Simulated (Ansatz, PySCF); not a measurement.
Species: CHNO, charge 0, singlet. CHNO (isocyanic acid, SMILES N=C=O).
B3LYP-D3(BJ)/def2-TZVP minimum from Ansatz (an electronic-structure program):
```
C
O 1 1.1640
N 1 1.2097 2 172.93
H 3 1.0049 1 125.93 2 -180.00
```
Charge 0, spin multiplicity 1.

Atomisation energy term by term, kcal/mol (programs: Ansatz). Open shells are spin-unrestricted; no spin-orbit coupling. Cores are frozen in correlated methods. Rows without X2C or -DK are non-relativistic. CBS(X,Y): correlation extrapolated as X^-3, Hartree-Fock from the larger set (Q,5: extrapolated as (X+1)exp(-9√X)). A bracket is a step between two methods taken in the basis named. 'core' is core correlation in cc-pwCVTZ, 'X2C' scalar relativity in cc-pVTZ-DK, both at CCSD(T). Where a partner has so few electrons that a lower coupled-cluster level is exact, that level stands in.

| term | basis | kcal/mol |
|---|---|---|
| Hartree-Fock | CBS(cc-pVQZ,cc-pV5Z) | 268.77 |
| CCSD correlation | CBS(cc-pVQZ,cc-pV5Z) | 148.89 |
| (T) | CBS(cc-pVQZ,cc-pV5Z) | 14.64 |
| CCSDT(Q) - CCSD(T) | cc-pVTZ | 0.44 |
| CCSDTQ - CCSDT(Q) | cc-pVDZ | -0.19 |
| core correlation | cc-pwCVTZ | 2.20 |
| scalar relativity | X2C, cc-pVTZ-DK | -0.55 |
| minus zero-point energy | Hessian by PySCF at B3LYP-D3(BJ)/def2-TZVP | -13.36 |
| sum: D0 |  | 420.8 |

The step beyond CCSD(T) by other levels: CCSDTQ in cc-pVDZ 0.86; CCSDT(Q) in cc-pVDZ 1.05 kcal/mol.
